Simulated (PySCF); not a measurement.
From one molecule to another.

First species: C₄H₉FS₂Si₂.
SMILES: `C1[Si@H](C[C@H](S[SiH3])C1=S)F`

Second species: C5H12O2Si2.
Numbering: `[CH2:1]=[CH:2][C@@:3]([CH:4]=[O:5])([CH2:6][SiH3:7])[O:8][SiH3:9]` (hydrogens: H10, H11 on C1; H12 on C2; H13 on C4; H14, H15 on C6; H16, H17, H18 on Si7; H19, H20, H21 on Si9)

Levels: PBE0/pcSseg-1 for HOMO energy, LUMO energy and HOMO–LUMO gap. Geometries: GFN2-xTB. Each species is one conformer at its optimised geometry, gas phase, non-relativistic unless stated. Electronic properties by PySCF.

Dipoles, sizes and rotational constants follow the conformer. The torsions of the flexible species, by atom-mapped SMILES:
- `[CH2:1]=[CH:2][C@@:3]([CH:4]=[O:5])([CH2:6][SiH3:7])[O:8][SiH3:9]`: C1–C2–C3–C4 120°, C2–C3–C4–O5 -110°, C2–C3–C6–Si7 169°, C2–C3–O8–Si9 96°

The conformers of `F[Si@@H]1CC(=S)[C@@H](S[SiH3])C1` aren't listed.

Values for the first species:

```
HOMO energy   : -6.51 eV
LUMO energy   : -2.32 eV
HOMO–LUMO gap : 4.19 eV
```

(1) Estimate the same properties for the second species, and the change in each.

## Answers

(1) 
```
     property     first    second  second less first
  HOMO energy  -6.51 eV  -7.59 eV           -1.08 eV
  LUMO energy  -2.32 eV  -1.50 eV           +0.82 eV
HOMO–LUMO gap   4.19 eV   6.09 eV           +1.90 eV
```

